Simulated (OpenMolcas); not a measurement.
**Al III: RASPT2 settings compared**

```
Program             : OpenMolcas 26.06
Basis               : ANO-R1 [4s3p1d]
Scalar Hamiltonian  : X2C, finite nucleus
Active space        : 1 electron in 9 orbitals (RAS2 3s 3p; RAS3 3d, at most 1 electron)
State averaging     : 2S+1 = 2 even, 1 root; 2S+1 = 2 odd, 3 roots
Spin-orbit coupling : state interaction with AMFI integrals over the reference wave functions, term energies averaged over their components
```

Methods on the same reference wave functions:
A. RASSCF
B. SS-RASPT2, IPEA 0 Eh, imaginary shift 0.25 Eh (closed shells correlated: 2s 2p)
C. SS-RASPT2, IPEA 0.35 Eh, sigma2 regulariser 0.05 Eh (closed shells correlated: 2s 2p)
D. XMS-RASPT2, IPEA 0.4 Eh, sigma2 regulariser 0.5 Eh (closed shells correlated: 2s 2p)

Energies in cm⁻¹ above 3s ²S_1/2, the measured ground level; measured values from NIST levels in Kelleher and Podobedova, J. Phys. Chem. Ref. Data 37, 709 (2008).

| Level | A | B | C | D | Measured |
| --- | --- | --- | --- | --- | --- |
| 3s ²S_1/2 | 0.0 | 0.0 | 0.0 | 0.0 | 0.0 |
| 3p ²P°_1/2 | 57394 | 57990 | 57977 | 57954 | 53683 |
| 3p ²P°_3/2 | 57598 | 58194 | 58182 | 58158 | 53917 |

Deviations, from unrounded energies. A percentage is the sum of absolute deviations over the sum of measured energies, with the sign that they share, or ± where signs differ.

| Against measurement | Levels | A | B | C | D |
| --- | --- | --- | --- | --- | --- |
| mean absolute deviation (cm-1) | 2 | 3700 | 4300 | 4300 | 4300 |
| other configurations (%) | 2 | +6.9 | +8.0 | +8.0 | +7.9 |

A lies closest to measurement on these levels and B furthest from it. The largest miss of A in the table is 3p ²P°_1/2, by +3700 cm-1. The ranking rests on the paired levels alone, and a cruder setting can come out closer through cancelling errors.

Among B to D the level of the table that moves most is 3p ²P°_1/2, by 36 cm-1 (lowest in D, highest in B).

The lowest spin-free term lies below A's lowest term by 0.068 hartree in B, 0.067 hartree in C, 0.067 hartree in D.

With one active electron outside closed inactive shells, the extra shells (3d) add no correlation to the reference. With one active electron the reference holds no correlation, so core polarisation is missing (holds for A). With one active electron, CASPT2 adds the correlation within the correlated inactive shells and between them and that electron, and leaves the splitting within a term as the reference gives it (holds for B; C; D). Measured partners are found by configuration, term and J. A level has none where our copy of the source lacks it or the pairing is in doubt (some pairs that miss far off the trend of their configuration count as doubtful), and it then counts in no deviation. Only configurations of the active space appear.

° marks odd parity.
